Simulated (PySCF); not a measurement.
Electronic structure of Cr (chromium, neutral) at the UHF level

Configuration: [Ar] 3d4 4s1 4p1, one real determinant (an excited configuration). All numbers are calculated (PySCF 2.14, scalar relativity by spin-free X2C-1e, in aug-cc-pVTZ-DK).

```json
{"Total energy": "-1049.586188 hartree", "One-electron energy": "-1442.4841 hartree", "Hartree (Coulomb) energy": "440.9258 hartree", "Exchange energy": "-48.0279 hartree", "⟨S²⟩": "12.0014", "⟨L²⟩": "7.974", "Sum of ⟨r⟩": "22.11 bohr", "Sum of ⟨r²⟩": "48.69 bohr²", "Traceless quadrupole moment −½Σ⟨3z² − r²⟩ along its main axis": "-9.11 e·bohr²", "Langevin diamagnetic susceptibility": "-38.6 ×10⁻⁶ cm³/mol"}
```

```tsv
shell	electrons	mean orbital energy (hartree)	spread (hartree)	rms radius, mean of both spins (bohr)
1s α	1	-222.25922	0	0.0734
1s β	1	-222.25470	0	0.0734
2s α	1	-26.86334	0	0.316
2s β	1	-26.76889	0	0.316
2p α	3	-22.49864	0.00406	0.287
2p β	3	-22.40524	0.02625	0.287
3s α	1	-3.74018	0	0.964
3s β	1	-3.42548	0	0.964
3p α	3	-2.47905	0.05086	1.04
3p β	3	-2.10246	0.06136	1.04
3d α	4	-0.59817	0.03931	1.40
4s α	1	-0.33988	0	3.47
4p α	1	-0.18775	0	4.44
```

⟨L²⟩ = 7.97 against 12 for a pure F term, so this real determinant mixes terms.

Densities and radii are taken from the X2C orbitals without a picture-change correction, which distorts them close to the nucleus.

Spin-orbit constants ζ (cm⁻¹) from the X2C one-electron operator on these orbitals: bare nucleus, nucleus screened by l(l+1)(2l+1)/3 electrons, and screened by the Breit-Pauli mean field of the electrons.

```json
{"shell": "2p", "bare": "49430", "screened nucleus": "45310", "mean field": "43450"}
{"shell": "3p", "bare": "5726", "screened nucleus": "5249", "mean field": "4998"}
{"shell": "3d", "bare": "464.8", "screened nucleus": "271.1", "mean field": "238.9"}
{"shell": "4p", "bare": "226.1", "screened nucleus": "207.2", "mean field": "195.5"}
```

To first order the Landé constant is A = 37.40 cm⁻¹, so the lowest level has J = 0 and lies 0.0556 eV below the centre of the term. This holds in LS coupling only.
